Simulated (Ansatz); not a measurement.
`C=C[SiH2]Cl` + `[SiH3]`• → `C=C[SiH]Cl`• + SiH₄  (hydrogen abstraction from the Si–H bond)

Calculated with Ansatz (gas phase, PBE0-D4/def2-TZVP geometries, no zero-point term in ΔE). CCSD(T)/CBS is the MP2 limit (def2-TZVPP, def2-QZVPP) plus CCSD(T) − MP2 in def2-TZVPP, frozen cores. This one scheme is used for every species. Open shells (•) are unrestricted, without spin–orbit coupling. Each species was taken in one conformer, which may not be the lowest.

| level | ΔE (kJ/mol) |
| --- | --- |
| CCSD/def2-SVP | 1.5 |
| CCSD(T)/def2-SVP | 0.8 |

Q: What does CCSD(T)/CBS give? (An estimate is asked.)

A: Ansatz gave: -0.2 kJ/mol. The listed levels differ from it by 1.7, 1.0 kJ/mol.

Largest T1 diagnostic among the species: 0.026.

Leaving LDA and LC-ωPBE aside and taking each functional with its dispersion term where it has one, the values, not all of them listed here, spread over 12.7 kJ/mol, from BLYP-D4 to PBE-QIDH. From PBE to PBE0 (25 % exact exchange), in def2-TZVPP and without D4, ΔE moves by +4.9 kJ/mol.
